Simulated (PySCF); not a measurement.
How methods differ on the excitation energy of S⁺

S⁺ [Ne] 3s2 3p3 (4S) → S⁺ [Ne] 3s1 3p4 (4P), as a difference of total energies. All numbers are calculated (PySCF 2.14, scalar relativity by spin-free X2C-1e, in aug-cc-pVDZ-DK (5s4p2d, 27 functions)). Correlated levels: valence: [Ne] frozen. The calculations carry no spin-orbit coupling.

| method | excitation energy (eV) |
| --- | --- |
| UHF | 10.591 |
| MP2 (valence) | 10.537 |
| SCS-MP2 (valence) | 10.520 |
| CCSD (valence) | 10.088 |
| CCSD(T) (valence) | 10.029 |
| CCSDT (valence) | 9.998 |

Errors of the correlated levels include the incompleteness of this basis and the frozen core.

The coupled-cluster amplitudes are large for the upper state (T1 above 0.03 or a double amplitude above 0.15), so a single reference is strained.

Which method comes closest to the reference value, and which is furthest?

The reference is 9.870 eV (measured; NIST levels, between the centres of gravity of the two terms). Closest: CCSDT (valence) (error 0.128 eV); furthest: UHF (error 0.721 eV).
